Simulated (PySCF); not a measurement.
Species: CH7NOSi.
Geometry (PBE0-D3(BJ)/def2-SVP, Å), atoms numbered from 1 in this order:
```xyz
11
CH7NOSi angstrom
N     -1.0512    0.9144   -0.0665
C     -0.7055   -0.5082   -0.1104
Si     1.1933   -0.5890   -0.0221
O      1.6460    0.7802   -0.8522
H     -1.0177    1.2659    0.8891
H     -1.9978    1.0824   -0.4012
H     -1.2271   -1.1453    0.6303
H     -0.9838   -0.8991   -1.1041
H      1.7358   -1.8216   -0.6648
H      1.6573   -0.5651    1.4030
H      0.8413    1.3339   -0.8834
```

All values: PBE0/def2-SVPD (PySCF, non-relativistic), on one gas-phase PBE0-D3(BJ)/def2-SVP geometry that isn't relaxed in the solvent. The solvent is an IEF-PCM continuum (Bondi radii, 1.10 Å for H, scaled by 1.2), and excitations are vertical TDDFT with non-equilibrium linear response and a frozen core. Specific hydrogen bonds and non-electrostatic terms are outside this model.

```json
{"run": "gas", "E − E(gas) (kJ/mol)": "0.00", "HOMO (eV)": "-7.49", "HOMO–LUMO gap (eV)": "7.71", "dipole (D)": "3.39", "lowest singlet (eV)": "6.28", "static polarisability (au)": "53.4"}
{"run": "P", "E − E(gas) (kJ/mol)": "-23.75", "HOMO (eV)": "-7.17", "HOMO–LUMO gap (eV)": "7.55", "dipole (D)": "4.35", "lowest singlet (eV)": "6.24", "static polarisability (au)": "71.0"}
{"run": "Q", "E − E(gas) (kJ/mol)": "-22.67", "HOMO (eV)": "-7.18", "HOMO–LUMO gap (eV)": "7.57", "dipole (D)": "4.31", "lowest singlet (eV)": "6.25", "static polarisability (au)": "70.0"}
```

Task: The runs were made in acetone and dimethylsulfoxide. Which run belongs to which solvent?

Result: P = dimethylsulfoxide, Q = acetone. The dielectric constants are 20.49 (acetone), 46.83 (dimethylsulfoxide), and the energy falls further as ε rises. The optical constants n² used for the excitations are 1.85, 2.19 in the same order. In this model the ground state sees the solvent through ε alone.

Task: How constant is the ratio of the lowering to (ε − 1)/(2ε + 1)?

Result: 
```json
{"solvent": "acetone", "(ε − 1)/(2ε + 1)": "0.464", "E − E(gas) (kJ/mol)": "-22.67", "ratio (kJ/mol)": "-48.8", "polarisation term (kJ/mol)": "-26.45"}
{"solvent": "dimethylsulfoxide", "(ε − 1)/(2ε + 1)": "0.484", "E − E(gas) (kJ/mol)": "-23.75", "ratio (kJ/mol)": "-49.0", "polarisation term (kJ/mol)": "-27.92"}
```

The ratio changes by +0.5 % in size from acetone to dimethylsulfoxide. The polarisation term is half the interaction of the solute with the induced surface charges.
